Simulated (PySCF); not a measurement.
**An isoelectronic set: 66 electrons**

CCSD(T) in PySCF with x2c-SVPall on every atom, spin-free X2C, for the lowest determinant that a PBE0 search found; no spin–orbit coupling. All have 66 electrons, 10 of them in the valence shells, and the same state, a singlet (closed shell). For ions De leads to the atom and ion picked by measured ionisation energies and electron affinities.

```csv
species,difference of nuclear charges,Re (Å),ωe (cm⁻¹),k (mdyn/Å),De (eV),dissociates to
GaBr,4,2.361,276,1.65,4.07,Ga + Br
SnS,34,2.247,474,3.34,4.41,Sn + S
SiTe,38,2.298,479,3.12,4.28,Si + Te
AlI,40,2.543,328,1.41,3.74,Al + I
SiI⁺,39,2.341,449,2.73,3.84,Si⁺ + I
```

(1) Which member of the whole set has the stiffest bond, and how does it compare with the softest?

Correlated steps freeze the inner cores (18 to 23 orbitals); shallow outer-core shells are correlated. Correlated levels converge slowly with the basis: in double zeta they bind strong bonds too weakly, by up to about 1 eV, and carry superposition errors of some tenths. These are scalar-relativistic numbers at best; spin–orbit coupling would shift them, the dissociation energy most. For an ion De counts to the pair picked by the measured ionisation energies or electron affinities, which need not be the lowest pair at this level. Where the molecule has an RHF reference, its open-shell atoms are computed with UHF. The CCSD T1 diagnostic is raised in SiI⁺, SiTe, SnS, a sign that a single reference may not be enough there.

Results:

(1) SnS with k = 3.34 mdyn/Å, 2.4 times that of AlI.
